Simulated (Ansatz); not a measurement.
SbH2(iPr) (C3H9Sb), 13 atoms. Hardware: 2 threads of Intel Xeon 6975P-C on a shared host.

In the def2 sets Sb takes a core potential; there is no spin–orbit coupling. Correlated methods freeze 7 core orbitals; core or outer-core shells of Sb are correlated, in sets that lack core-valence functions.

Q: How many basis functions does each of these Ansatz runs have, and roughly what does it cost? PBE-D4/def2-TZVP, charge 0 singlet, energy and forces, from earlier orbitals; ωB97X-V/def2-TZVP, charge 0 singlet, energy, from earlier orbitals; PBE0-D4/def2-SVP, charge 0 singlet, energy, from earlier orbitals; r2SCAN-D4/def2-TZVP, charge 0 singlet, energy, from earlier orbitals; MP2/def2-TZVP, charge 0 singlet, energy, from earlier orbitals; PBE-D4/def2-SVP, charge 0 singlet, energy, from earlier orbitals; CCSD(T)/def2-SVP, charge 0 singlet, energy, from earlier orbitals; PBE0-D4/def2-TZVP, charge 0 singlet, energy, from earlier orbitals; PBE-D4/def2-SVP, charge 0 singlet, relaxation, 5 steps; BLYP-D4/def2-TZVP, charge 0 singlet, energy, from earlier orbitals; PBE0-D4/def2-SVP, charge 0 singlet, energy with a search over starts; ωB97M-V/def2-TZVP, charge 0 singlet, energy, from earlier orbitals.

A: Other jobs shared the machine, so times can vary by a factor of up to 3. A dash marks memory too small to be measured apart from the calling script's.

```tsv
run	functions	fitting or Cholesky vectors	wall time	peak host memory (GiB)
PBE-D4/def2-SVP, charge 0 singlet, energy, from earlier orbitals	113	1312	1.1 s	–
PBE0-D4/def2-SVP, charge 0 singlet, energy, from earlier orbitals	113	1358	1.3 s	–
BLYP-D4/def2-TZVP, charge 0 singlet, energy, from earlier orbitals	197	1319	2 s	–
PBE0-D4/def2-SVP, charge 0 singlet, energy with a search over starts	113	1358	2.2 s	–
PBE-D4/def2-TZVP, charge 0 singlet, energy and forces, from earlier orbitals	197	1319	2.5 s	–
MP2/def2-TZVP, charge 0 singlet, energy, from earlier orbitals	197	1503	2.9 s	–
PBE0-D4/def2-TZVP, charge 0 singlet, energy, from earlier orbitals	197	1377	3.1 s	–
r2SCAN-D4/def2-TZVP, charge 0 singlet, energy, from earlier orbitals	197	1319	3.1 s	–
PBE-D4/def2-SVP, charge 0 singlet, relaxation, 5 steps	113	1312	4.6 s	–
ωB97X-V/def2-TZVP, charge 0 singlet, energy, from earlier orbitals	197	1372	7 s	0.58
ωB97M-V/def2-TZVP, charge 0 singlet, energy, from earlier orbitals	197	1357	8 s	0.59
CCSD(T)/def2-SVP, charge 0 singlet, energy, from earlier orbitals	113	1248	10 s	0.69
```
